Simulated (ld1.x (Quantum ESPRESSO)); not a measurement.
## What one change does to a pseudopotential (mercury, PAW)

ld1.x (Quantum ESPRESSO) 7.5 input, shortened:

```
&input
   title='Hg', zed=80., rel=1, dft='PBESOL', iswitch=3,
   config='[Xe] 4f14 5d10 6s1.75 6p0.25'
 /
 &inputp
   pseudotype=3, lpaw=.true., tm=.true., lloc=-1, rcloc=1.65,
   nlcc=.true., rcore=1.35,
   which_augfun='BG', rmatch_augfun=1.45
 /
6
6S  1  0   1.75   0.00  1.70  2.25  0.0
6S  1  0   0.00   0.05  1.70  2.25  0.0
6P  2  1   0.25   0.00  1.70  2.35  0.0
6P  2  1   0.00   2.40  1.70  2.35  0.0
5D  3  2  10.00   0.00  1.60  1.70  0.0
5D  3  2   0.00  -0.30  1.60  1.70  0.0
 &test
   configts(1)='5d10 6s1.75 6p0.25'
 /
```

All-electron outer shells of the reference configuration (PBEsol, scalar-relativistic, ld1.x):

| shell | level (eV) | outermost node (bohr) | outermost maximum (bohr) |
| --- | --- | --- | --- |
| 4f | -96.57 | – | 0.37 |
| 5p | -67.15 | 0.51 | 0.93 |
| 5d | -10.48 | 0.55 | 1.17 |
| 6s | -7.31 | 1.08 | 2.18 |
| 6p | -1.31 | 1.27 | 3.22 |

Change: local potential all-electron potential smoothed inside 2.20 bohr (lloc = -1).

Cutoffs: the cutoffs (Ry, on a coarse ladder) from which the occupation-weighted sum of valence levels, in a spherical-Bessel basis at the reference potential, stays within 10 and 1 mRy of its value at 400 Ry; they do not see the model core or the augmentation charge, which bear on the density cutoff. Errors are all-electron minus pseudo energies relative to the spin-unpolarised reference configuration.

Problem. What does the change do?

Solution. The potential gets neither clearly harder nor softer (40 Ry and 70 Ry → 40 Ry and 70 Ry); the bound ghost in p, s disappears; of the 7 tests that both files solve, the error grows in 1 and shrinks in 6 by more than 15 % and 0.3 meV (median size 56.3 → 2.1 meV); the range in which the s phases agree narrows (upper end 4.6 → 2.7); the range in which the p phases agree narrows (upper end at the end of the scan → 3.1). A state that the projectors do not describe sees the local part alone, so a deeper or shallower local part can create or remove a ghost.

| quantity | base | changed |
| --- | --- | --- |
| cutoff, loose | 40 Ry | 40 Ry |
| cutoff, tight | 70 Ry | 70 Ry |
| bound ghosts | s, p | none |
| error for 5d10 6s2 6p0, meV [ΔE -1.48 eV] | +5.2 | +0.8 |
| error for 5d10 6s1 6p0, meV [ΔE 9.26 eV] | +64 | -2.1 |
| error for 5d10 6s0 6p0, meV [ΔE 28.26 eV] | +594 | -8.5 |
| error for 5d9 6s2 6p0, meV [ΔE 14.06 eV] | +49 | -17 |
| error for 5d10 6s1.5 6p0, meV [ΔE 2.90 eV] | +4.5 | -1.1 |
| error for 5d8 6s0 6p0, meV [ΔE 113.60 eV] | +111 | -383 |
| error for 5d10 6s1 6p1, meV [ΔE 4.65 eV] | +56 | +0.2 |
| s: phases at 2.55 bohr within 0.05 rad from the reference energy up to (Ry; the scan ends near 5) | 4.6 | 2.7 |
| p: phases at 2.55 bohr within 0.05 rad from the reference energy up to (Ry; the scan ends near 5) | to the end of the scan | 3.1 |
| d: phases at 2.55 bohr within 0.05 rad from the reference energy up to (Ry; the scan ends near 5) | to the end of the scan | to the end of the scan |
| lowest overlap eigenvalue by channel | s 0.30, p 0.54, d 0.96 | s 0.37, p 0.56, d 0.92 |

Base: ld1.x warns that Blöchl-style (BG) augmentation functions are not a good idea. Changed file: ld1.x warns that Blöchl-style (BG) augmentation functions are not a good idea. A true bound ghost makes a file unfit for plane-wave use even where its test errors are small: the radial tests pick states by their node count and pass the ghost by.
